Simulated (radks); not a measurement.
Results of a calculation; reference values are marked as such.
Species: Pd3+. Configuration: [Ar] 3d10 4s1 4p6 4d7 5p1 (not the ground configuration). Code: a radial shooting solver on a logarithmic mesh with Libxc functionals. Model: scalar-relativistic Kohn-Sham, r2SCAN, spin-polarised, spherical densities, finite nucleus; open shells are filled with parallel spins first (spin-orbit coupling, left out, can overturn this in heavy ions); meta-GGA in the generalised Kohn-Sham scheme; Fermi nuclear charge, rms radius 4.5318 fm. Some entries of the table are withheld. Estimate them.

orbital,occ.,eigenvalue (Ry),r(max) (bohr),<1/r> (bohr^-1)
1s up,1,-1783.688,0.02066,48.23
1s down,1,-1783.664,0.02066,48.23
2s up,1,-264.8059,0.1167,10.96
2s down,1,-264.7225,0.1167,10.96
2p up,3,-237.6111,0.09342,10.58
2p down,3,-237.5413,0.09341,10.58
3s up,1,-51.34926,0.3411,3.842
3s down,1,-51.30681,0.3413,3.839
3p up,3,-42.34133,0.3345,3.654
3p down,3,-42.28802,0.3347,3.652
3d up,5,-28.07945,0.2828,3.420
3d down,5,-27.99542,0.2830,3.420
4s up,1,-10.25900,0.8476,1.473
4s down,0,-9.84184,0.8465,1.471
4p up,3,-7.61009,0.9001,1.338
4p down,3,-7.20869,0.9006,1.333
4d up,5,-3.72050,1.030,1.067
4d down,2,-3.36483,1.038,1.051
5s up,0,-2.51672,2.095,(1)
5s down,0,-2.27854,2.125,(2)
5p up,1,-1.91486,2.412,0.4821
5p down,0,-1.70683,2.468,0.4674
5d up,0,-1.12653,(3),0.3599
4f up,0,-0.81942,2.917,0.3698

Answer. 
(1) 5s up <1/r> (bohr^-1): 0.5638
(2) 5s down <1/r> (bohr^-1): 0.5554
(3) 5d up r(max) (bohr): 3.234
